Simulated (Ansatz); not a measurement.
Molecule: C$_{2}$H$_{7}$GeO (charge 0, doublet). It need not be the lowest isomer of its formula. SMILES: CC[O][GeH2]
Geometry from a B3LYP-D3(BJ)/def2-TZVP (Ansatz, a program for electronic structure) optimisation:
```
C
H 1 1.0936
H 1 1.0976 2 107.30
O 1 1.4216 2 106.19 3 118.38
C 1 1.5189 2 110.14 3 -120.11
H 5 1.0908 1 110.38 2 -61.99
H 5 1.0924 6 108.62 1 -121.30
H 5 1.0925 6 108.23 7 -117.27
Ge 4 1.7954 1 121.10 2 -154.68
H 9 1.5526 4 103.00 1 161.62
H 9 1.5644 10 111.76 4 113.90
```
Charge 0, spin multiplicity 2.

Quantity: atomisation energy (electronic, to ground-state atoms), in kcal/mol. Correlated levels leave the core frozen unless marked. Open shells are spin-unrestricted. No spin-orbit coupling. The frozen core is the preceding noble-gas configuration, with the filled d and f shells of earlier blocks. Non-relativistic. The coupled-cluster limit lacks core correlation, which all-electron functionals hold. Basis-set limits of correlation are two-point, X^-3; Hartree-Fock from the larger set.

| level | program | atomisation energy (kcal/mol) |
|---|---|---|
| HF/aug-cc-pVTZ | Ansatz | 663.7 |
| HF/aug-cc-pVQZ | Ansatz | 665.1 |
| BLYP/def2-TZVPD | Ansatz | 897.0 |
| MP2/STO-3G | Ansatz | 936.5 |
| MP2/aug-cc-pVDZ | Ansatz | 859.8 |
| RI-MP2/cc-pVQZ | Ansatz | 908.3 |

Predict the CCSD(T)/CBS(cc-pVTZ,cc-pVQZ) result (Ansatz).

909.0 kcal/mol, so RI-MP2/cc-pVQZ differs from it by -0.7 kcal/mol.
